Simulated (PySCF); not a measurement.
SMILES C(=C)/C=C\c1ccccc1 at its GFN2-xTB optimised geometry (Å):

```
20

C     -4.1463    -1.3920    -2.1512
C     -2.9558    -1.1105    -1.6283
C     -2.2888    -1.9668    -0.6765
C     -1.1678    -1.6774    -0.0012
C     -0.4511    -0.4064     0.0000
C     -1.1157     0.8193     0.0428
C     -0.4048     2.0052     0.0523
C      0.9795     1.9911     0.0216
C      1.6521     0.7798     0.0000
C      0.9447    -0.4064     0.0000
H     -4.6171    -0.7514    -2.8768
H     -4.6966    -2.2725    -1.8609
H     -2.4272    -0.2185    -1.9362
H     -2.7324    -2.9465    -0.5459
H     -0.7141    -2.4543     0.6029
H     -2.1939     0.8375     0.1029
H     -0.9342     2.9465     0.0890
H      1.5324     2.9188     0.0262
H      2.7324     0.7620    -0.0117
H      1.4724    -1.3498    -0.0175
```

Computed with CAM-B3LYP/def2-SVP (PySCF 2.14.0). Cells within 0.4 Å of a nucleus heavier than hydrogen are left out (blank, or x).

Map of the electrostatic potential (hartree/e), clipped to [-0.08, 0.12] on the plane z = 0.0 Å:

```
|11111111111111111111111111111|
|11111111112221111222211111111|
|11111111222222222222221111111|
|11111111223443222344322111111|
|11111112247995333699532211111|
|11111112259999556999942211111|
|11111112259999999999942211111|
|11111112249999999999832211111|
|111111223499xx99xx99732221111|
|111112344799xx99xx99953322111|
|11112359999999999999999632211|
|11112399999x999999xx999953211|
|0011139999xx999999xx999963211|
|00001269999999999999999953211|
|00001134699999999999997532211|
|000001124699xx99xx99843222111|
|0000011248999x99xx99632221111|
|00000135899999999999832211111|
|0000138999xx99999999932211111|
|0001159999xx99856999732211111|
|11112599999999633576422111111|
|11112599999999422333222111111|
|11123799966785322222221111111|
|11123799533333221111111111111|
|11123465322222111111111111111|
|11122233221111111111111111111|
|11112222211111111111111111111|
|11111111111111111111111111111|
|11111111111111111111111111111|
```
Scale: ten equal steps from -0.018 (start of '0') to 0.120 (end of '9'), in the order '0123456789'; x runs from -5.00 to 5.00, y from -5.00 (bottom) to 5.00 (top).
